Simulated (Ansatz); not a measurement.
F2Sr, charge -1, doublet, geometry from GFN2-xTB (such geometries of metal compounds can be far from the true shape) (a state made from the parent by changing its charge; the spin is typed, not shown lowest) (all electrons, no relativity) (a gas-phase anion, which may not be bound at this level); PBE0/3-21G in Ansatz (a program for electronic structure).

The Ansatz input:
Ansatz 0.2 input:
```yaml
crystal:
  periodic: [false, false, false]
  atoms:
    - {symbol: Sr, position_ang: [-0.07458081, -0.01717285, -0.00668094]}
    - {symbol: F, position_ang: [-0.06832655, 1.51030383, -1.25445591]}
    - {symbol: F, position_ang: [0.38322329, -1.43779623, 1.28266431]}
basis:
  gaussian:
    orbitals: 3-21G.json
hamiltonian:
  xc: pbe0
total_charge: -1
magnetization: {spin_polarized: true, initial_magnetization: 1}
```
The basis file holds 3-21G in the JSON format of the Basis Set Exchange.

Output, abridged:

```
Functional definition: PBE0
419 factors; integrals over basis functions are off by at most 2.2e-4 eV
mean field evaluation 1: about -90259.2423 eV, gradient 6.0e0 eV
mean field evaluation 2: about -90258.9913 eV, gradient 1.3e1 eV
mean field evaluation 4: about -90259.5631 eV, gradient 2.4e-1 eV
mean field evaluation 8: about -90259.6135 eV, gradient 4.1e-2 eV
mean field evaluation 16: about -90259.6136 eV, gradient 2.0e-4 eV
mean field evaluation 32: about -90259.4205 eV, gradient 1.7e0 eV
mean field evaluation 64: about -90259.6136 eV, gradient 1.6e-5 eV
mean field -90259.61361725 eV, -3316.9796202703 hartree, gradient 1.6e-5 eV, S^2 0.751530; 6 other end points of the search recorded, 0 dependent functions left out
reference -90259.61364240 eV, -3316.9796211946 hartree; 29, 28 occupied and 16, 17 virtual orbitals, 419 factors
Total energy: -90259.61364240 eV, -3316.9796211946 hartree
```
